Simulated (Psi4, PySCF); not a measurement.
CH5FSSi (SMILES CS[SiH2]F), singlet, at a GFN2-xTB geometry. Base run: BHANDHLYP/6-31G, TDA (PySCF).

PySCF was given this input:
```python
from pyscf import gto, scf, dft, tdscf

mol = gto.Mole()
mol.atom = '''
    Si    1.14901986   -0.09535556   -0.12110859
    F     0.85171106    0.65303424   -1.51517779
    S    -0.61044012    0.04217705    1.07871691
    C    -1.86987129   -0.45780547   -0.14381918
    H     1.41003109   -1.46377320   -0.52455972
    H     2.18410401    0.64251902    0.55896347
    H    -2.83452542   -0.33299352    0.33586940
    H    -1.80227425    0.18182248   -1.01769940
    H    -1.72274352   -1.49790522   -0.41700882
'''
mol.basis = '6-31g'
mol.verbose = 4
mol.build()

mf = dft.RKS(mol)
mf.xc = 'bhandhlyp'
mf.kernel()
td = mf.TDA()
td.nstates = 5
td.kernel()
td.analyze()
```

Programs used: Psi4, PySCF; a row that names a program was run with it.

Variants of this job, named by their change:

| change | first excitation (eV) | oscillator strength of the first | second (eV) |
|---|---|---|---|
| base | 6.49 | 0.013 | 6.78 |
| code = psi4 | 6.49 | 0.013 | 6.78 |
| conv_tol = 1e-3 | 6.49 | 0.013 | 6.78 |
| functional = blyp | 5.41 | 0.029 | 6.00 |
| states = triplets | 5.93 | - | 6.29 |
| basis = 6-31G* | (withheld) | (withheld) | (withheld) |
| functional = pbe0 | (withheld) | (withheld) | (withheld) |
| basis = 6-31+G* | (withheld) | (withheld) | (withheld) |
| functional = lc_wpbe | 6.65 | 0.009 | 7.04 |
| nstates = 2 | 6.49 | 0.013 | 6.78 |

### Question
Some entries are withheld; supply them.

### Answer

- basis = 6-31G*, first excitation (eV): 6.13
- basis = 6-31G*, oscillator strength of the first: 0.008
- basis = 6-31G*, second (eV): 7.01
- functional = pbe0, first excitation (eV): 6.05
- functional = pbe0, oscillator strength of the first: 0.022
- functional = pbe0, second (eV): 6.48
- basis = 6-31+G*, first excitation (eV): 5.78
- basis = 6-31+G*, oscillator strength of the first: 0.006
- basis = 6-31+G*, second (eV): 6.56

An iterative solver can miss low states, so a row lists the states that it found.
